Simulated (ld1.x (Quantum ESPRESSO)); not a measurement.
u(r) = r·R(r): atom against pseudo-atom (Al)

Columns: radius, all-electron u(r) and pseudo u(r) of the 3p shell (level -2.85 eV) of aluminium in the configuration [Ne] 3s1.75 3p1.25; Wu–Cohen, scalar-relativistic, ultrasoft scheme, ld1.x (Quantum ESPRESSO) 7.5.

```tsv
r (bohr)	all-electron	pseudo
0.113	0.0883	-0.0037
0.225	0.1827	-0.0144
0.338	0.2182	-0.0319
0.450	0.2029	-0.0553
0.563	0.1552	-0.0842
0.675	0.0909	-0.1170
0.788	0.0185	-0.1533
0.900	-0.0546	-0.1915
1.013	-0.1259	-0.2311
1.125	-0.1920	-0.2704
1.238	-0.2531	-0.3094
1.350	-0.3078	-0.3467
1.463	-0.3571	-0.3823
1.575	-0.4001	-0.4153
1.688	-0.4379	-0.4458
1.800	-0.4696	-0.4731
1.913	-0.4963	-0.4974
2.025	-0.5178	-0.5179
2.138	-0.5349	-0.5349
2.250	-0.5476	-0.5476
2.363	-0.5566	-0.5566
2.475	-0.5620	-0.5620
2.588	-0.5645	-0.5645
2.700	-0.5642	-0.5642
2.813	-0.5615	-0.5615
2.925	-0.5567	-0.5567
```

Q: How many radial nodes do the two functions have?

A: The all-electron 3p function has n − l − 1 = 1; the pseudo-wave has 0, since the states of the same l below it are removed with the core.

Q: At about which radius was the pseudo-wave matched?

A: 2.15 bohr. The columns agree to 0.0005 from 2.02 bohr on; several derivatives are matched, so the curves merge somewhat inside the radius.

Q: Where does each function peak?

A: Outermost all-electron maximum near 2.59 bohr, pseudo maximum near 2.59 bohr (to the table’s step).

Q: Is the pseudo-wave norm-conserving?

A: No, it belongs to an ultrasoft set: the norm inside the radius is not constrained, and the difference is carried by the augmentation charge.
